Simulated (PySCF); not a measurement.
Gas-phase reaction: Sb4 + 6 F2 = 4 SbF3

Energies from PySCF, thermal terms from the rigid-rotor harmonic-oscillator model, ideal gas at 1 bar. † marks an energy on the PBE0/def2-TZVP geometry and frequencies. MP2 freezes the core. All species are closed-shell singlets. Sb: scalar-relativistic def2 core potential, no spin-orbit coupling. MP2 isn't extrapolated to the basis-set limit.

MP2/def2-TZVPP† gives ΔH°(298 K) = -3526 kJ.

Task: What do ωB97X-V/def2-TZVP†, PBE0/def2-SVP†, MP2/def2-SVP† give?

Result: ωB97X-V/def2-TZVP†: -3595 kJ; PBE0/def2-SVP†: -3171 kJ; MP2/def2-SVP†: -3337 kJ. For scale, ΔH°(298 K) is -3526 kJ at this level, -3571 kJ at ωB97M-V/def2-TZVP†, and runs from -3809 to -3117 kJ over the 18 levels computed.
